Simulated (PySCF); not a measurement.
4,5-dihydro-1,3-oxazol-2-ylsilane (C3H7NOSi), SMILES [SiH3]C1=NCCO1.

Coordinates come from a r2SCAN-D4/def2-SVP optimisation. One conformer was computed; it need not be the lowest.

All values below come from r2SCAN-D4/def2-SVP (PySCF 2.14.0).

Frequencies are harmonic and unscaled.

Computed normal modes with their intensities:
```tsv
mode	ν (cm⁻¹)	IR (km/mol)	moving atoms (share of kinetic energy)
1	70	0.0	H 88 %, C 12 %
2	75	0.3	H 43 %, O 33 %, C 17 %
3	168	4.8	C 36 %, H 34 %, N 21 %
4	186	3.3	C 30 %, H 21 %, O 19 %, N 16 %, Si 15 %
5	437	14.7	Si 59 %, C 17 %, H 9 %
6	512	28.3	H 48 %, C 23 %, N 16 %, O 10 %
7	635	50.3	H 81 %, Si 12 %
8	706	21.5	H 49 %, C 39 %
9	760	4.5	C 45 %, O 25 %, N 21 %, H 8 %
10	820	0.1	H 80 %, C 14 %
11	897	235.3	H 77 %
12	920	44.0	C 32 %, O 27 %, H 20 %, N 17 %
13	936	39.4	H 97 %
14	943	33.7	H 94 %
15	962	74.7	C 55 %, O 29 %
16	978	12.7	C 42 %, H 24 %, O 20 %, N 14 %
17	996	13.2	C 50 %, N 30 %, H 16 %
18	1102	0.4	H 57 %, C 37 %
19	1165	98.7	C 74 %, H 12 %, O 10 %
20	1198	2.4	H 88 %
21	1236	0.1	H 93 %
22	1306	5.2	H 67 %, C 32 %
23	1354	5.9	H 65 %, C 25 %, O 9 %
24	1463	2.5	H 91 %, C 8 %
25	1496	1.9	H 91 %, C 8 %
26	1686	69.3	C 57 %, N 40 %
27	2235	72.2	H 98 %
28	2240	96.1	H 96 %
29	2269	77.2	H 96 %
30	3041	34.5	H 95 %
31	3059	43.2	H 95 %
32	3087	5.2	H 90 %, C 10 %
33	3122	27.6	H 90 %, C 10 %
```
